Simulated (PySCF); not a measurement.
## Bond length, frequency and bond energy of CsCl by level of theory

State: ¹Σ⁺ (singlet), closed shell. Set-up: basis Cs def2-TZVPP with ECP46, Cl def2-TZVPP; scalar-relativistic core potentials; PySCF 2.14. De refers to Cs + Cl in their high-spin ground configurations, without counterpoise correction. A positive dipole means Cs(−)Cl(+).

```
      Level  Re (Å)  ωe (cm⁻¹)  De (eV)   μ (D)
        RHF   3.017        198     3.31  -11.51
    RHF-MP2   2.937        209     4.33     n/a
RHF-SCS-MP2   2.954        206     4.25     n/a
   RHF-CCSD   2.957        205     4.10     n/a
RHF-CCSD(T)   2.950        207     4.16     n/a
        LDA   2.857        228     4.80   -9.37
        PBE   2.912        213     4.41   -9.76
     revPBE   2.935        205     4.29   -9.93
       PW91   2.911        213     4.45   -9.73
     r²SCAN   2.929        213     4.53  -10.30
       PBE0   2.910        215     4.38  -10.17
    r²SCAN0   2.924        215     4.43  -10.47
  CAM-B3LYP   2.939        212     4.35  -10.52
```

(1) Which functional lies closest to RHF-CCSD(T) in De, which farthest, and by how much do they differ from it?

(2) What does the step from GGA to meta-GGA do here, going from PBE to r²SCAN?

(3) What does a quarter of exact exchange do here, going from r²SCAN to r²SCAN0?

Measured (Huber and Herzberg, Constants of Diatomic Molecules (1979)): Re = 2.906272 Å, ωe = 214.17 cm⁻¹.

Correlated steps freeze 5 core orbitals. These are scalar-relativistic numbers at best; spin–orbit coupling would shift them, the dissociation energy most. Where the molecule has an RHF reference, its open-shell atoms are computed with UHF.

Results:

(1) Closest is revPBE (-1.5 pm in Re, -1.0 % in ωe, +0.13 eV in De against RHF-CCSD(T) in the same basis), farthest LDA (-9.3 pm in Re, +10.1 % in ωe, +0.64 eV in De). CCSD(T) converges more slowly with the basis than the functionals do and binds too weakly in this one, so the order can change at the basis-set limit.

(2) r²SCAN less PBE: +1.7 pm in Re, +0.0 % in ωe, +0.12 eV in De. 

(3) r²SCAN0 less r²SCAN: -0.5 pm in Re, +0.9 % in ωe, -0.10 eV in De. Exact exchange removes part of the self-interaction that spreads semilocal densities, and in most molecules shortens and stiffens the bond and lowers De; so it does here.
